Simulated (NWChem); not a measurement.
System meant: C₃H₄F₂O; SMILES FC1(F)CCO1

Here is an NWChem input.

```
start job
memory heap 200 mb stack 900 mb global 1100 mb
geometry units angstroms noautoz
  F     -0.032204    -1.214102     1.086159
  C      0.004762    -0.398441     0.000000
  F     -0.032204    -1.214102    -1.086159
  C      1.086489     0.686645     0.000000
  C     -0.120886     1.642673     0.000000
  O     -1.047776     0.515243     0.000000
  H      1.712728     0.691900     0.909839
  H      1.712728     0.691900    -0.909839
  H     -0.248204     2.267379     0.907896
  H     -0.248204     2.267379    -0.907896
end
basis spherical
  F library def2-svp
  C library def2-svp
  O library def2-svp
  H library def2-svp
end
dft
  xc pbe0
  iterations 4
  mulliken
end
task dft energy
```

End of the output:

```
    Atom       Charge   Shell Charges
 -----------   ------   -------------------------------------------------------
    1 F    9     9.09   1.98  1.02  0.74  3.21  2.12  0.01
    2 C    6     5.83   1.96  0.61  0.28  1.70  0.92  0.35
    3 F    9     9.09   1.98  1.02  0.74  3.21  2.12  0.01
    4 C    6     6.07   1.96  0.60  0.31  1.93  1.19  0.08
    5 C    6     5.90   1.96  0.60  0.31  1.82  1.07  0.13
    6 O    8     8.17   1.97  0.94  0.61  2.72  1.90  0.03
    7 H    1     0.95   0.63  0.26  0.07
    8 H    1     0.95   0.63  0.26  0.07
    9 H    1     0.97   0.65  0.26  0.07
   10 H    1     0.97   0.65  0.26  0.07

 center of mass
 --------------
 x =  -0.05899721 y =   0.16726448 z =   0.00000000

 moments of inertia (a.u.)
 ------------------
         567.330082236317           0.000000000000           0.000000000000
           0.000000000000         307.147813995310           0.000000000000
           0.000000000000           0.000000000000         530.538576215518

     Multipole analysis of the density
     ---------------------------------

     L   x y z        total         alpha         beta         nuclear
     -   - - -        -----         -----         ----         -------
     0   0 0 0     -0.000000    -24.000000    -24.000000     48.000000

     1   1 0 0      0.841237      0.420618      0.420618      0.000000
     1   0 1 0     -1.054649     -0.527324     -0.527324     -0.000000
     1   0 0 1      0.000000      0.000000      0.000000      0.000000

     2   2 0 0    -25.136159    -51.766857    -51.766857     78.397555
     2   1 1 0     -0.605070      0.995189      0.995189     -2.595448
     2   1 0 1      0.000000      0.000000      0.000000      0.000000
     2   0 2 0    -23.603517   -118.708988   -118.708988    213.814458
     2   0 1 1      0.000000      0.000000      0.000000      0.000000
     2   0 0 2    -25.174343    -56.403254    -56.403254     87.632165

 ------------------------------------------------------------------------
 dft energy failed                                                                                  0
 ------------------------------------------------------------------------
 ------------------------------------------------------------------------
  current input line :
    26: task dft energy
 ------------------------------------------------------------------------
 ------------------------------------------------------------------------
 This type of error is most commonly associated with calculations not reaching convergence criteria
 ------------------------------------------------------------------------
 For more information see the NWChem manual at https://nwchemgit.github.io

0:dft energy failed:Received an Error in Communication
```

Problem. Find the fault in this run and fix the input.

Solution. The run did not converge; its last values are not results. Cause: the SCF was allowed too few iterations. This input runs:
```
start job
memory heap 200 mb stack 900 mb global 1100 mb
geometry units angstroms noautoz
  F     -0.032204    -1.214102     1.086159
  C      0.004762    -0.398441     0.000000
  F     -0.032204    -1.214102    -1.086159
  C      1.086489     0.686645     0.000000
  C     -0.120886     1.642673     0.000000
  O     -1.047776     0.515243     0.000000
  H      1.712728     0.691900     0.909839
  H      1.712728     0.691900    -0.909839
  H     -0.248204     2.267379     0.907896
  H     -0.248204     2.267379    -0.907896
end
basis spherical
  F library def2-svp
  C library def2-svp
  O library def2-svp
  H library def2-svp
end
dft
  xc pbe0
  iterations 150
  mulliken
end
task dft energy
```
It converges to -390.91679 Ha (PBE0/def2-SVP).
